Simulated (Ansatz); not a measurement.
Cu₄Cl₄, relaxed as a singlet with RKS r2SCAN-D4/def2-SVP in Ansatz, starting from the GFN2-xTB geometry. Force threshold 0.03 eV/Å.

The relaxation made no stability test and no search for a lower SCF solution. The structure comes from a short search, and lower isomers may exist.

Start:

```xyz
8

Cu   -0.640   -1.146    1.860
Cu    0.636    1.147   -1.860
Cu   -1.982   -0.455   -1.003
Cu    1.989    0.459    1.007
Cl   -2.422   -1.469    0.790
Cl   -1.247    0.634   -2.649
Cl    1.252   -0.647    2.640
Cl    2.415    1.477   -0.785
```

Question: Estimate the energy that the relaxation releases and the steps that it takes.

Answer: 1.20 eV, in 17 steps; 92 s on 4 threads of AMD EPYC 7B13 on a shared host. The force fell under the threshold at step 4, but the optimiser went on and released 0.152 eV more. No frequencies were taken in this run, so the end may be a saddle point.

Question: Does the start keep its bonding and symmetry?

Answer: Bonds formed: Cu3–Cu4 (atoms count from 1). Metal–metal contacts that move far: Cu2–Cu4 3.24 to 2.47 Å, Cu1–Cu3 3.24 to 2.47 Å, Cu1–Cu4 3.20 to 2.47 Å, Cu2–Cu3 3.19 to 2.47 Å. Point group C2h at the start, D2 at the end, both within 0.05 Å.

Question: Predict the relaxed structure.

Answer: 
Cartesian coordinates in Å:
```
Cu -0.5859 -1.0325 1.6628
Cu 0.5858 1.0326 -1.6627
Cu -1.2190 -0.2832 -0.6054
Cu 1.2188 0.2833 0.6056
Cl -2.5932 -0.4269 1.1407
Cl -0.6756 -0.3327 -2.7642
Cl 1.5104 -1.4813 1.9318
Cl 1.7586 2.2407 -0.3086
```
Bond lengths (bridged metal pairs left out): 8 × Cl–Cu 2.16 to 2.23 Å; 1 × Cu–Cu 2.78 Å.
